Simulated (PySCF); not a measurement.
**Ionisation energy of Al²⁺ by level of theory**

Al²⁺ [Ne] 3s1 (2S) → Al³⁺ [Ne] (1S), as a difference of total energies. All numbers are calculated (PySCF 2.14, scalar relativity by spin-free X2C-1e, in x2c-SVPall (4s3p1d, 18 functions)). The calculations carry no spin-orbit coupling.

| method | ionisation energy (eV) | error (eV) |
| --- | --- | --- |
| UHF | 27.902 | -0.546 |
| PBE0 | 28.538 | +0.090 |
| TPSS | 28.365 | -0.083 |

Reference: 28.448 eV (measured; NIST Atomic Spectra Database, ionization energies).
